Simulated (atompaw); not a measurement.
Scattering properties, PAW (atompaw) potential for S

| Property | Result |
| --- | --- |
| Element | S (Z = 16) |
| Generator | atompaw 4.2.0.5 |
| Type | PAW |
| Functional | PBE |
| Relativity | scalar-relativistic |
| Frozen core | [Ne] |
| Valence charge | 6 |
| Reference configuration | 3s1.75 3p4.25 |
| Partial waves | 3s (bound): rc 1.22 bohr; 3s channel at -0.35 Ry: rc 1.52 bohr; 3p (bound): rc 1.52 bohr; 3p channel at 0.9 Ry: rc 1.52 bohr |
| Local potential | troulliermartins scheme with l = 2 at 1 Ry, radius 1.40 bohr |
| Core correction | smooth core density matched at 1.22 bohr |
| Augmentation charge | besselshape compensation charge, radius 1.28 bohr; PAW radius 1.52 bohr; waves and projectors: custom polynom2 7 10 vanderbiltortho |

The phase is arctan(r·u′/u) with u = r·R(r), unwrapped; energies in Ry, scanned from -3 to 5 Ry. A pole is an energy at which the radial function vanishes at the test radius. The pseudo phase is shifted by a multiple of π to meet the all-electron one at the reference energy, and phase errors are pseudo minus all-electron; the curves can meet again beyond the range given. Levels narrower than the energy grid can be missing from the lists of poles.

Question: For each channel, where are the poles, and over which energies does the pseudopotential scatter like the atom?

Answer:

| channel | radius (bohr) | reference energy (Ry) | poles, all-electron | poles, pseudo | unbroken range about the reference energy with phases within 0.05 rad | phase error 1 Ry above the reference energy (rad) |
| --- | --- | --- | --- | --- | --- | --- |
| s | 1.53 | -1.28 | 4.04 | 2.30, 4.13 | below 2.2 | +0.000 |
| p | 1.53 | -0.53 | none | none | the whole range | +0.000 |

Phases in the s channel:

| E (Ry) | all-electron | pseudo |
| --- | --- | --- |
| -3.00 | 0.820 | 0.820 |
| -2.76 | 0.739 | 0.739 |
| -2.52 | 0.638 | 0.638 |
| -2.28 | 0.512 | 0.512 |
| -2.04 | 0.358 | 0.358 |
| -1.80 | 0.172 | 0.172 |
| -1.56 | -0.038 | -0.038 |
| -1.32 | -0.260 | -0.260 |
| -1.08 | -0.471 | -0.471 |
| -0.84 | -0.657 | -0.657 |
| -0.60 | -0.812 | -0.812 |
| -0.36 | -0.938 | -0.938 |
| -0.12 | -1.039 | -1.039 |
| 0.12 | -1.121 | -1.121 |
| 0.36 | -1.188 | -1.188 |
| 0.60 | -1.244 | -1.244 |
| 0.84 | -1.290 | -1.290 |
| 1.08 | -1.330 | -1.330 |
| 1.32 | -1.364 | -1.364 |
| 1.56 | -1.393 | -1.394 |
| 1.80 | -1.419 | -1.421 |
| 2.04 | -1.442 | -1.447 |
| 2.28 | -1.463 | -1.530 |
| 2.52 | -1.482 | -4.615 |
| 2.76 | -1.499 | -4.635 |
| 3.00 | -1.514 | -4.652 |
| 3.24 | -1.529 | -4.667 |
| 3.48 | -1.542 | -4.680 |
| 3.72 | -1.555 | -4.693 |
| 3.96 | -1.567 | -4.705 |
| 4.20 | -1.578 | -4.716 |
| 4.44 | -1.589 | -4.726 |
| 4.68 | -1.599 | -4.736 |
| 4.92 | -1.609 | -4.746 |
